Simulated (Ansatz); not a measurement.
GaO₃H₃. Total charge 0; singlet. Geometry PBE-D4/def2-SVP, basis def2-TZVP, Ansatz.

```xyz
7

Ga   -0.7790   -0.4160    0.6938
O     1.3884    0.1046   -0.7437
O    -0.9613    1.3527    0.4706
O     0.7018   -1.0718   -0.1921
H    -1.6815   -1.3760    1.5142
H    -0.1927    1.6147   -0.0806
H     1.5243   -0.2083   -1.6622
```

| run | HOMO (eV) | LUMO (eV) |
| --- | --- | --- |
| A | -10.20 | 0.88 |
| B | -10.61 | 1.28 |
| C | -5.97 | -1.64 |
| D | -7.70 | -0.80 |
| E | -6.31 | -1.32 |

LC-ωPBE has ω = 0.4 bohr⁻¹. The structure holds 1 bond(s) between oxygen atoms. Another isomer (singlet) lies 3.83 eV lower at PBE0-D4/def2-TZVP; other spin states weren't run for this one.

Task: The runs used LC-ωPBE, PBE, PBE0, r2SCAN, ωB97M-V. Estimate which is which.

Result: A ωB97M-V (range-separated); B LC-ωPBE (range-separated); C PBE (0 % exact exchange); D PBE0 (25 % exact exchange); E r2SCAN (0 % exact exchange). Exact exchange lowers occupied and raises empty levels; among semilocal functionals meta-GGAs tend to open the gap a little, and such runs are hard to tell apart. The gap grows from 4.33 eV (PBE) to 11.89 eV (LC-ωPBE).
